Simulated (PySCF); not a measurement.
3,3,3-trifluoro-2-methylprop-1-ene (C₄H₅F₃), SMILES FC(F)(C(C)=C)F.

Coordinates come from a PBE0-D3(BJ)/def2-SVP optimisation.

Two levels are set side by side: PBE/def2-TZVP (PySCF) and ωB97X/def2-TZVP (PySCF). Same geometry, gas phase. Differences are taken from unrounded values.

| quantity | ωB97X | PBE | PBE minus ωB97X |
|---|---|---|---|
| orbital gap (eV) | 12.24 | 5.41 | -6.82 |
| highest occupied level (eV) | -10.53 | -6.96 | 3.57 |
| lowest empty level (eV) | 1.71 | -1.54 | -3.25 |
| dipole moment (D) | 2.31 | 2.14 | -0.18 |
| mean polarisability (bohr³) | 49.4 | 51.3 | 1.8 |

PBE's occupied levels lie high since its potential decays too fast outside the molecule; exact exchange lowers them and widens the gap. PBE's more diffuse valence density responds more strongly to a field. Differences between two approximate levels are no errors against the true value.

Rough cost on one machine, each run with all the roots and properties that it gave: ωB97X against PBE within a factor of 2.
